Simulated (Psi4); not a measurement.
H3BCl2OSi, singlet, at a GFN2-xTB geometry; MP2/pcseg-3 (Psi4).

Psi4 was given this input:
```
memory 2 GB

molecule {
0 1
B     0.00335835    0.06014520    0.48001600
Cl   -0.46635317   -0.71762729    1.95747438
Cl    0.77651618    1.62152095    0.57308637
O    -0.22201043   -0.51885801   -0.66361242
Si   -0.20591187   -0.66870573   -2.29447209
H     0.45328283    0.49451383   -2.88360965
H    -1.62644918   -0.74278325   -2.61769739
H     0.54245282   -1.90590461   -2.48679731
}

set {
  basis pcseg-3
  freeze_core true
}

energy('mp2')
print_variables()
```

What does Psi4 print? Leave out banner, timings and long lists.


```
    SCF Algorithm Type (re)set to DF.

   => Loading Basis Set <=

    Name: PCSEG-3
    Role: ORBITAL
    Keyword: BASIS

         ---------------------------------------------------------
                                   SCF
               by Justin Turney, Rob Parrish, Andy Simmonett
                          and Daniel G. A. Smith
                              RHF Reference
         ---------------------------------------------------------

  ==> Geometry <==

    Molecular point group: c1
    Full point group: C1

    Geometry (in Angstrom), charge = 0, multiplicity = 1:

       Center              X                  Y                   Z               Mass
    ------------   -----------------  -----------------  -----------------  -----------------
         B           -0.003953926641     0.035979390137     0.394679611103    11.009305360000
         CL          -0.473665446641    -0.741793099863     1.872137991103    34.968852682000
         CL           0.769203903359     1.597355140137     0.487749981103    34.968852682000
         O           -0.229322706641    -0.543023819863    -0.748948808897    15.994914619570
         SI          -0.213224146641    -0.692871539863    -2.379808478897    27.976926534650
         H            0.445970553359     0.470348020137    -2.968946038897     1.007825032230
         H           -1.633761456641    -0.766949059863    -2.703033778897     1.007825032230
         H            0.535140543359    -1.930070419863    -2.572133698897     1.007825032230

  Running in c1 symmetry.

  Rotational constants: A =      0.10700  B =      0.05055  C =      0.03477 [cm^-1]
  Rotational constants: A =   3207.74403  B =   1515.52691  C =   1042.24261 [MHz]
  Nuclear repulsion =  320.395083781078711

  Charge       = 0
  Multiplicity = 1
  Electrons    = 64
  Nalpha       = 32
  Nbeta        = 32

  ==> Algorithm <==

  SCF Algorithm Type is DF.
  DIIS enabled.
  MOM disabled.
  Fractional occupation disabled.
  Guess Type is SAD.
  Energy threshold   = 1.00e-08
  Density threshold  = 1.00e-08
  Integral threshold = 1.00e-12

  ==> Primary Basis <==

  Basis Set: PCSEG-3
    Blend: PCSEG-3
    Number of shells: 119
    Number of basis functions: 411
    Number of Cartesian functions: 506
    Spherical Harmonics?: true
    Max angular momentum: 4

   => Loading Basis Set <=

    Name: (PCSEG-3 AUX)
    Role: JKFIT
    Keyword: DF_BASIS_SCF

  ==> Integral Setup <==

  SCF_SUBTYPE=INCORE selected. In-core MEM_DF algorithm will be used.
  Using in-core AOs.

  ==> MemDFJK: Density-Fitted J/K Matrices <==

    J tasked:                   Yes
    K tasked:                   Yes
    wK tasked:                   No
    Algorithm:                 Core
    Schwarz Cutoff:           1E-12
    Mask sparsity (%):      12.2850
    Fitting Condition:        1E-10

   => Auxiliary Basis Set <=

  Basis Set: (PCSEG-3 AUX)
    Blend: DEF2-UNIVERSAL-JKFIT
    Number of shells: 182
    Number of basis functions: 590
    Number of Cartesian functions: 707
    Spherical Harmonics?: true
    Max angular momentum: 4

  Minimum eigenvalue in the overlap matrix is 7.6339527689E-05.
  Reciprocal condition number of the overlap matrix is 8.5096736356E-06.
    Using symmetric orthogonalization.

  ==> Pre-Iterations <==

  SCF Guess: Superposition of Atomic Densities via on-the-fly atomic UHF (no occupation information).

   -------------------------
    Irrep   Nso     Nmo
   -------------------------
     A        411     411
   -------------------------
    Total     411     411
   -------------------------

  ==> Iterations <==

                           Total Energy        Delta E     RMS |[F,P]|

   @DF-RHF iter SAD: -1308.88136031080285   -1.30888e+03   0.00000e+00
   @DF-RHF iter   1: -1309.39764334111419   -5.16283e-01   1.26214e-03 DIIS/ADIIS
   @DF-RHF iter   2: -1309.47274502820392   -7.51017e-02   7.94641e-04 DIIS/ADIIS
   @DF-RHF iter   3: -1309.50773177554083   -3.49867e-02   1.06486e-04 DIIS/ADIIS
[...]
  Energy and wave function converged.

  ==> Post-Iterations <==

    Orbital Energies [Eh]
    ---------------------

    Doubly Occupied:

[...]
    Virtual:

[...]
     411A     45.598542

    Final Occupation by Irrep:
              A
    DOCC [    32 ]
    NA   [    32 ]
    NB   [    32 ]

  @DF-RHF Final Energy: -1309.50960235768116

   => Energetics <=

    Nuclear Repulsion Energy =            320.3950837810787107
    One-Electron Energy =               -2449.3261884482226378
    Two-Electron Energy =                 819.4215023094625394
    Total Energy =                      -1309.5096023576811604

Computation Completed

Properties will be evaluated at   0.000000,   0.000000,   0.000000 [a0]

Properties computed using the SCF density matrix

 Multipole Moments:

 ------------------------------------------------------------------------------------
     Multipole            Electronic (a.u.)      Nuclear  (a.u.)        Total (a.u.)
 ------------------------------------------------------------------------------------

 L = 1.  Multiply by 2.5417464519 to convert [e a0] to [Debye]
 Dipole X            :          0.8369227           -0.8843652           -0.0474426
 Dipole Y            :          2.7232503           -2.9226730           -0.1994226
 Dipole Z            :          9.3952512          -10.3207942           -0.9255430
 Magnitude           :                                                    0.9479716

 ------------------------------------------------------------------------------------

  //>>>>>>>>>>>>>>>>>>>>>>>>>>>>>>>>>>>//
  //               DFMP2               //
  //<<<<<<<<<<<<<<<<<<<<<<<<<<<<<<<<<<<//

   => Loading Basis Set <=

    Name: (PCSEG-3 AUX)
    Role: RIFIT
    Keyword: DF_BASIS_MP2

	 --------------------------------------------------------
	                          DF-MP2
	      2nd-Order Density-Fitted Moller-Plesset Theory

	        Rob Parrish, Justin Turney, Andy Simmonett,
	           Ed Hohenstein, and C. David Sherrill
	 --------------------------------------------------------

   => Auxiliary Basis Set <=

  Basis Set: (PCSEG-3 AUX)
    Blend: DEF2-QZVPP-RI
    Number of shells: 237
    Number of basis functions: 951
    Number of Cartesian functions: 1261
    Spherical Harmonics?: true
    Max angular momentum: 5

	 --------------------------------------------------------
	                 NBF =   411, NAUX =   951
	 --------------------------------------------------------
	   CLASS    FOCC     OCC    AOCC    AVIR     VIR    FVIR
	   PAIRS      17      32      15     379     379       0
	 --------------------------------------------------------

	-----------------------------------------------------------
	 ==================> DF-MP2 Energies <====================
	-----------------------------------------------------------
	 Reference Energy          =   -1309.5096023576811604 [Eh]
	 Singles Energy            =      -0.0000000000000000 [Eh]
	 Same-Spin Energy          =      -0.2067493358047810 [Eh]
	 Opposite-Spin Energy      =      -0.6811771167043499 [Eh]
	 Correlation Energy        =      -0.8879264525091308 [Eh]
	 Total Energy              =   -1310.3975288101903516 [Eh]
	-----------------------------------------------------------
	 ================> DF-SCS-MP2 Energies <==================
	-----------------------------------------------------------
	 SCS Same-Spin Scale       =       0.3333333333333333 [-]
	 SCS Opposite-Spin Scale   =       1.2000000000000000 [-]
	 SCS Same-Spin Energy      =      -0.0689164452682603 [Eh]
	 SCS Opposite-Spin Energy  =      -0.8174125400452198 [Eh]
	 SCS Correlation Energy    =      -0.8863289853134801 [Eh]
	 SCS Total Energy          =   -1310.3959313429945723 [Eh]
	-----------------------------------------------------------

  Variable Map:
  ----------------------------------------------------------------------------
[...]
  Array Variable Map:
  ----------------------------------------------------------------------------
[...]
[...]
```
